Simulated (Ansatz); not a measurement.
```xyz
7

O     2.1656   -1.8370   -0.7646
Ag    0.6902   -0.6362   -0.2740
P    -1.0477    0.6750    0.2406
F    -0.7369    2.0083    0.9634
F    -2.1457    0.1243    1.1838
F    -1.9461    1.2069   -0.9031
H     3.0206   -1.5413   -0.4461
```

Charge 0, multiplicity 1. Ag takes the def2 core potential.

Q: List the B3LYP/def2-TZVPP orbital energies in eV (Ansatz 0.2.0). (An estimate is asked.)

A: The calculation gave: Occupied: -2102.81, -674.03, -674.01, -674.00, -518.87, -183.50, -133.52, -133.51, -133.35, -103.17, -65.01, -64.74, -64.72, -36.41, -34.98, -34.95, -24.76, -19.82, -16.82, -16.81, -16.16, -14.83, -14.83, -13.79, -13.77, -13.32, -13.01, -11.42, -10.72, -10.14, -10.14, -10.13, -8.93, -7.17, -6.76. Lowest empty: -1.80, -1.70, -0.49, 0.83, 1.12, 1.25, 2.02, 3.89.

B3LYP here is the variant with VWN-RPA as its local correlation; programs differ in this.
